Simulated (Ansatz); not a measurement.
Basis sets compared for triphenylsulfonium tris(triflyl)methide, `O=S(=O)([C-](S(=O)(=O)C(F)(F)F)S(=O)(=O)C(F)(F)F)C(F)(F)F.c1ccc([S+](c2ccccc2)c2ccccc2)cc1`. Charge 0, multiplicity 1. Geometry PBE-D4/def2-SVP. Ansatz on 4 threads of AMD EPYC 7R13 on a shared host and a share (37 GiB) of an NVIDIA H100 80GB HBM3; times are rough, and most runs start from earlier orbitals.

```xyz
56

O    -1.669    2.399    3.420
S    -1.364    1.143    2.713
O    -0.011    0.938    2.121
C    -2.623    0.837    1.554
S    -2.493   -0.562    0.546
O    -1.538   -1.487    1.230
O    -2.304   -0.282   -0.905
C    -4.163   -1.524    0.642
F    -4.841   -1.195    1.740
F    -3.825   -2.823    0.703
F    -4.896   -1.322   -0.445
S    -3.892    1.984    1.247
O    -4.406    2.618    2.468
O    -4.776    1.348    0.243
C    -3.060    3.413    0.292
F    -2.889    3.062   -1.000
F    -1.858    3.710    0.810
F    -3.846    4.490    0.348
C    -1.523   -0.244    4.048
F    -1.472    0.348    5.246
F    -2.680   -0.897    3.926
F    -0.504   -1.108    3.945
C     1.633    3.790   -1.746
C     0.325    3.283   -1.680
C     0.096    1.974   -1.235
C     1.205    1.190   -0.878
S     0.783   -0.447   -0.272
C     0.633   -1.439   -1.763
C    -0.203   -2.562   -1.640
C    -0.372   -3.390   -2.757
C     0.264   -3.082   -3.971
C     1.073   -1.939   -4.079
C     1.263   -1.102   -2.970
C     2.291   -1.067    0.494
C     3.298   -1.713   -0.243
C     4.429   -2.186    0.439
C     4.538   -2.018    1.830
C     3.513   -1.381    2.548
C     2.371   -0.903    1.888
C     2.519    1.675   -0.925
C     2.724    2.991   -1.369
H     1.803    4.822   -2.087
H    -0.535    3.909   -1.956
H    -0.922    1.561   -1.169
H    -0.730   -2.753   -0.692
H    -1.025   -4.272   -2.682
H     0.118   -3.732   -4.847
H     1.555   -1.690   -5.037
H     1.878   -0.194   -3.047
H     3.200   -1.857   -1.328
H     5.226   -2.696   -0.123
H     5.426   -2.397    2.358
H     3.592   -1.261    3.639
H     1.552   -0.403    2.426
H     3.365    1.048   -0.609
H     3.747    3.395   -1.410
```

Single mean-field runs in def2-SVP, def2-TZVP are fitted with def2-universal-jkfit.

Binding counts from free atoms (O triplet, S triplet, C triplet, F doublet, H doublet) in the same basis, without a counterpoise term.

```
                        level  functions  energy (Eh)  HOMO (eV)  LUMO (eV)  binding per atom (eV)  wall time
PBE-D4/def2-SVP (with forces)        665   -3784.7643      -5.79      -2.87                   4.96        6 s
             PBE0-D4/def2-SVP        665   -3784.8753      -7.36      -2.08                   4.76      7.5 s
```

(1) Estimate the rows for PBE-D4/def2-TZVP, PBE0-D4/def2-TZVP.

Results:

(1) 
| level | functions | energy (Eh) | HOMO (eV) | LUMO (eV) | binding per atom (eV) | wall time |
| --- | --- | --- | --- | --- | --- | --- |
| PBE-D4/def2-TZVP | 1385 | -3787.9802 | -6.06 | -3.02 | 4.93 | 8 s |
| PBE0-D4/def2-TZVP | 1385 | -3788.0848 | -7.47 | -2.19 | 4.74 | 15 s |
